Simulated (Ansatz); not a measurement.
Breaking a bond: SiH, doublet.

- UKS-PBE = unrestricted PBE/cc-pVTZ in Ansatz (a quantum-chemistry and plane-wave program)
- FCI = full CI/cc-pVTZ, frozen core (Ansatz)

Energies relative to the lowest point of each curve near equilibrium, in kJ/mol; the last columns give the error against full CI:

```csv
R / Å,UKS-PBE,FCI,UKS-PBE − FCI
1.15,199.7,191.2,8.5
1.22,119.6,112.1,7.5
1.28,72.0,65.6,6.4
1.38,23.9,19.9,4.0
1.45,7.2,5.0,2.2
1.48,3.2,1.8,1.3
1.53,0.0,0.0,0.0
1.59,0.8,2.4,-1.6
1.61,2.0,4.1,-2.1
1.70,11.8,16.2,-4.3
1.78,25.1,31.2,-6.1
1.91,52.1,60.6,-8.5
2.07,89.8,99.9,-10.2
2.31,147.1,156.8,-9.7
2.52,193.2,199.4,-6.2
2.77,237.1,238.5,-1.4
3.02,264.7,264.7,-0.1
3.40,286.1,285.9,0.2
3.78,294.5,294.0,0.5
4.17,297.4,297.1,0.4
4.62,298.6,298.3,0.3
5.29,299.1,298.7,0.3
6.11,299.2,298.9,0.3
```

UKS-PBE is furthest from FCI at 2.07 (-10.2 kJ/mol, below); its mean absolute error over the points is 3.6 kJ/mol.

The unrestricted determinant behind UKS-PBE is spin-contaminated at 2.77 to 6.11 Å (<S²> up to 1.8, against 0.75 for a pure doublet).
